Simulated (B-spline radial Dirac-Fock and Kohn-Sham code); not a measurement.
# Pm³⁺: photoemission with 6000 eV photons

System: Pm³⁺, configuration [Xe] 4f4.

Method: a relativistic central-field model (Hartree-Slater potential of the initial state, Latter tail, multipole expansion of the photon field, Dirac-Fock thresholds). Computed with a radial atomic solver. The asymmetry parameter β is from the dipole term alone. Kinetic energies are from the vacuum level. Open shells are spread statistically over j, without multiplet splitting.

```
  subshell  electrons  binding (eV)  kinetic (eV)  σ (kb)     β
   M1 (3s)          2        1693.0        4307.0    6.29  1.98
M2 (3p1/2)          2        1513.8        4486.2    7.15  1.56
M3 (3p3/2)          4        1400.5        4599.5    12.8  1.64
M4 (3d3/2)          4        1092.5        4907.5    5.52  1.14
M5 (3d5/2)          6        1068.7        4931.3    7.58  1.07
   N1 (4s)          2         380.1        5619.9    1.55  1.98
N2 (4p1/2)          2         310.2        5689.8    1.54  1.57
N3 (4p3/2)          4         285.5        5714.5    2.72  1.64
N4 (4d3/2)          4         168.8        5831.2    1.01  1.12
N5 (4d5/2)          6         164.5        5835.5    1.38  1.04
N6 (4f5/2)       1.71         38.05        5962.0  0.0127  0.66
N7 (4f7/2)       2.29         37.56        5962.4  0.0160  0.65
   O1 (5s)          2         78.77        5921.2   0.286  1.98
O2 (5p1/2)          2         56.85        5943.2   0.240  1.56
O3 (5p3/2)          4         53.13        5946.9   0.419  1.64
```

Branching ratios of the spin-orbit partners (statistical value in brackets): 3p 1.79 (2.00), 3d 1.37 (1.50), 4p 1.77 (2.00), 4d 1.37 (1.50), 4f 1.26 (1.33), 5p 1.74 (2.00).
